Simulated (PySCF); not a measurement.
C$_{3}$H$_{10}$Si, charge +1, doublet, geometry from GFN2-xTB (a state made from the parent by changing its charge; the spin is typed, not shown lowest); DF-HF/6-31G* in PySCF.

PySCF was given this input:
```python
from pyscf import gto, scf

mol = gto.M(
    atom='''
Si   -0.090040    0.195510    0.407828
C    -0.755727    1.488077   -0.856975
C     1.599965   -0.209282   -0.503925
C    -0.688291   -1.620513    0.648148
H    -0.233322    0.830026    1.724738
H    -0.711558    1.098673   -1.870788
H    -1.791306    1.694049   -0.595595
H    -0.202650    2.423421   -0.819685
H     2.166872   -0.875856    0.136537
H     1.429006   -0.679395   -1.467207
H     2.132126    0.725844   -0.638977
H    -0.640590   -2.172695   -0.286850
H    -1.720290   -1.579545    0.989420
H    -0.103407   -2.151342    1.395333
''',
    basis='6-31g*',
    charge=1,
    spin=1,
    verbose=4,
)

mf = scf.UHF(mol)
mf = mf.density_fit(auxbasis='def2-universal-jkfit')
mf.kernel()
```

Q: What does PySCF print? Leave out banner, timings and long lists.

A: 
```
PySCF version 2.14.0

[INPUT] verbose = 4
[INPUT] num. atoms = 14
[INPUT] num. electrons = 41
[INPUT] charge = 1
[INPUT] spin (= nelec alpha-beta = 2S) = 1
[INPUT] symmetry False subgroup None
[INPUT] Mole.unit = angstrom
[INPUT] Symbol           X                Y                Z      unit          X                Y                Z       unit  Magmom
[INPUT]  1 Si    -0.090040000000   0.195510000000   0.407828000000 AA   -0.170150940256   0.369460354614   0.770683225929 Bohr   0.0
[INPUT]  2 C     -0.755727000000   1.488077000000  -0.856975000000 AA   -1.428117054939   2.812057982264  -1.619448045599 Bohr   0.0
[INPUT]  3 C      1.599965000000  -0.209282000000  -0.503925000000 AA    3.023495658890  -0.395485662801  -0.952280237321 Bohr   0.0
[INPUT]  4 C     -0.688291000000  -1.620513000000   0.648148000000 AA   -1.300681484003  -3.062325751297   1.224822208185 Bohr   0.0
[INPUT]  5 H     -0.233322000000   0.830026000000   1.724738000000 AA   -0.440914678836   1.568521816268   3.259282456630 Bohr   0.0
[INPUT]  6 H     -0.711558000000   1.098673000000  -1.870788000000 AA   -1.344649741743   2.076191070454  -3.535276957123 Bohr   0.0
[INPUT]  7 H     -1.791306000000   1.694049000000  -0.595595000000 AA   -3.385077745290   3.201288651593  -1.125511431160 Bohr   0.0
[INPUT]  8 H     -0.202650000000   2.423421000000  -0.819685000000 AA   -0.382952999143   4.579601974520  -1.548980158414 Bohr   0.0
[INPUT]  9 H      2.166872000000  -0.875856000000   0.136537000000 AA    4.094794626989  -1.655127964557   0.258017535870 Bohr   0.0
[INPUT] 10 H      1.429006000000  -0.679395000000  -1.467207000000 AA    2.700429970360  -1.283870480399  -2.772619398045 Bohr   0.0
[INPUT] 11 H      2.132126000000   0.725844000000  -0.638977000000 AA    4.029134203064   1.371646369159  -1.207491529896 Bohr   0.0
[INPUT] 12 H     -0.640590000000  -2.172695000000  -0.286850000000 AA   -1.210539658135  -4.105798502212  -0.542067938831 Bohr   0.0
[INPUT] 13 H     -1.720290000000  -1.579545000000   0.989420000000 AA   -3.250876954828  -2.984907451426   1.869732822167 Bohr   0.0
[INPUT] 14 H     -0.103407000000  -2.151342000000   1.395333000000 AA   -0.195410909363  -4.065447180274   2.636797222568 Bohr   0.0

nuclear repulsion = 172.786856415768
number of shells = 46
number of NR pGTOs = 172
number of NR cGTOs = 80
basis = 6-31g*
ecp = {}

******** <class 'pyscf.df.df_jk.DFUHF'> ********
method = DFUHF
initial guess = minao
damping factor = 0
level_shift factor = 0
DIIS = <class 'pyscf.scf.diis.CDIIS'>
diis_start_cycle = 1
diis_space = 8
diis_damp = 0
SCF conv_tol = 1e-09
SCF conv_tol_grad = None
SCF max_cycles = 50
direct_scf = False
number electrons alpha = 21  beta = 20
Set gradient conv threshold to 3.16228e-05
******** <class 'pyscf.df.df.DF'> ********
auxbasis = def2-universal-jkfit
init E= -408.411060633887

cycle= 1 E= -407.927787136825  delta_E= 0.483  |g|= 0.292  |ddm|= 1.96
cycle= 2 E= -407.996711868586  delta_E= -0.0689  |g|= 0.0966  |ddm|= 0.474
cycle= 3 E= -408.005100054248  delta_E= -0.00839  |g|= 0.0404  |ddm|= 0.115
cycle= 4 E= -408.007726167492  delta_E= -0.00263  |g|= 0.0184  |ddm|= 0.0663
cycle= 5 E= -408.009084510324  delta_E= -0.00136  |g|= 0.0125  |ddm|= 0.0516
cycle= 6 E= -408.009817420029  delta_E= -0.000733  |g|= 0.0071  |ddm|= 0.0434
cycle= 7 E= -408.010156719892  delta_E= -0.000339  |g|= 0.00417  |ddm|= 0.0348
cycle= 8 E= -408.010256278172  delta_E= -9.96e-05  |g|= 0.00186  |ddm|= 0.0217
cycle= 9 E= -408.010274147502  delta_E= -1.79e-05  |g|= 0.000776  |ddm|= 0.0102
cycle= 10 E= -408.010276434061  delta_E= -2.29e-06  |g|= 0.000306  |ddm|= 0.00387
cycle= 11 E= -408.010276696807  delta_E= -2.63e-07  |g|= 9.57e-05  |ddm|= 0.00127
cycle= 12 E= -408.010276717193  delta_E= -2.04e-08  |g|= 3.45e-05  |ddm|= 0.000384
cycle= 13 E= -408.010276719131  delta_E= -1.94e-09  |g|= 1.39e-05  |ddm|= 0.000115
cycle= 14 E= -408.010276719541  delta_E= -4.1e-10  |g|= 5.03e-06  |ddm|= 4.1e-05
Extra cycle  E= -408.010276719584  delta_E= -4.23e-11  |g|= 3.13e-06  |ddm|= 7.99e-06
converged SCF energy = -408.010276719584  <S^2> = 0.76975225  2S+1 = 2.0196557
```
